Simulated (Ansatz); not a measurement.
Complex: H2O (SMILES O) (first 3 atoms) with CH2O (SMILES C=O); geometry from B3LYP-D3(BJ)/def2-TZVP, rigid monomers moved along the line of their centres of mass till H2···O5 is 3.57 Å.
(charge 0, multiplicity 1):
```xyz
7

O      0.275    -0.115     0.540
H     -0.463    -0.441     1.078
H     -0.043    -0.112    -0.368
C     -0.890    -0.562     5.059
O     -1.769    -0.986     4.354
H      0.030    -0.125     4.637
H     -0.973    -0.595     6.161
```

Interaction energies are E(AB) − E(A) − E(B) at the monomers' geometry in the complex; basis-set methods are counterpoise corrected.

Correlated levels freeze the cores. CBS: X⁻³ extrapolation of the correlation energy, Hartree–Fock from the larger set.

The values were computed with Ansatz (Gaussian orbitals). 

Q: What interaction energy does MP2/aug-cc-pVTZ give?

A: -56 meV

Ansatz is a program for electronic structure.
